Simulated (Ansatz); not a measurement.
Isolated molecules relaxed with PBE0-D4/def2-TZVP in Ansatz; ΔE leaves out vibrations. CCSD(T)/CBS is the MP2 limit (def2-TZVPP, def2-QZVPP) plus CCSD(T) − MP2 in def2-TZVPP, frozen cores. This one scheme is used for every species. Functionals use def2-TZVPP. For Se outer-core shells are correlated without core-valence functions, which leaves a few kJ/mol of doubt a bond. Scalar relativity is left out up to krypton. Each species was taken in one conformer, which may not be the lowest.

`O=C([SiH3])[SeH]` + H₂O → `O=C(O)[SeH]` + SiH₄  (formal hydrolysis of a C–Si bond)

`O=C([SiH3])[SeH]`:

Cartesian coordinates in Å:
```
O 0.805 0.693 1.846
C 0.542 0.581 0.685
Si -0.618 -0.824 0.059
Se 1.310 1.836 -0.606
H -0.839 -0.709 -1.404
H 0.046 -2.108 0.388
H -1.896 -0.691 0.796
H 0.650 1.221 -1.763
```

H₂O:

Cartesian coordinates in Å:
```
O 0.351 0.029 0.167
H 0.110 0.262 -0.733
H -0.461 -0.291 0.566
```

`O=C(O)[SeH]`:

```xyz
6

O     0.859   -1.001    0.281
C     0.020   -0.164    0.154
O    -1.044   -0.015    0.952
Se   -0.047    1.190   -1.208
H    -0.987   -0.707    1.628
H     1.197    0.698   -1.808
```

SiH₄:

```xyz
5

Si    0.000    0.000    0.000
H    -1.399   -0.471    0.153
H     0.422    0.708    1.235
H     0.086    0.927   -1.156
H     0.892   -1.164   -0.232
```

Task: Is it downhill or uphill in electronic energy at CCSD(T)/CBS, and by how much? (Estimate.)

Result: Computed: Downhill: ΔE = -3.7 kcal/mol.

Task: What do these levels give: r2SCAN-D4, PBE0-D4, SCS-MP2/def2-TZVPP, MP2/def2-QZVPP, HF/CBS(def2), CCSD/CBS(def2)? (An estimate is asked.)

Result: Ansatz gave: r2SCAN-D4 -7.3, PBE0-D4 -7.0, SCS-MP2/def2-TZVPP -6.5, MP2/def2-QZVPP -4.3, HF/CBS(def2) -11.5, CCSD/CBS(def2) -4.5 kcal/mol.

Largest T1 diagnostic among the species: 0.015.

In def2-TZVPP, CCSD(T) changes the Hartree–Fock value by +5.9 kcal/mol (the triples alone add +0.8 kcal/mol) and MP2 by +6.2 kcal/mol. From PBE to PBE0 (25 % exact exchange), in def2-TZVPP and without D4, ΔE moves by −1.4 kcal/mol. The D4 term adds +1.5 kcal/mol with B3LYP and +0.8 kcal/mol with PBE0; it sums over pairs of atoms, weighted by their polarisabilities, and B3LYP, whose exchange is more repulsive, gets the larger term.

B3LYP here is the variant with VWN-RPA as its local correlation; programs differ in this.
